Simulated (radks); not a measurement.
Problem. Lu+, configuration [Xe] 4f14 6s2. All-electron calculation, scalar-relativistic Kohn-Sham, r2SCAN, spin-polarised, spherical densities, finite nucleus; meta-GGA in the generalised Kohn-Sham scheme; Fermi nuclear charge, rms radius 5.37 fm; hard spherical wall at 8 bohr. Program: a radial shooting solver on a logarithmic mesh with Libxc functionals. Some entries of the table are withheld. Estimate them.

orbital,occ.,eigenvalue (eV),<1/r> (bohr^-1),r(max) (bohr)
1s,2,-63321.58,82.19,(1)
2s,2,-10810.81,(2),(3)
2p,6,-9509.244,(4),0.05660
3s,2,-2466.019,(5),0.1955
3p,6,-2073.502,6.597,0.1930
3d,10,-1601.594,6.235,0.1576
4s,2,-503.1293,2.994,0.4463
4p,6,-373.7830,2.731,0.4671
4d,10,-204.2162,2.417,0.4811
5s,2,-71.6321,1.132,1.044
5p,6,-41.4307,0.9447,1.192
4f,14,-18.5561,1.831,0.4700
6s,2,-11.0319,(6),2.901
5d,0,-8.9173,0.5568,1.713
6p,0,-6.1447,0.3187,3.561
7s,0,1.4481,0.2914,5.479

Solution. 
(1) 1s r(max) (bohr): 0.01213
(2) 2s <1/r> (bohr^-1): 19.20
(3) 2s r(max) (bohr): 0.06928
(4) 2p <1/r> (bohr^-1): 17.56
(5) 3s <1/r> (bohr^-1): 7.107
(6) 6s <1/r> (bohr^-1): 0.3816
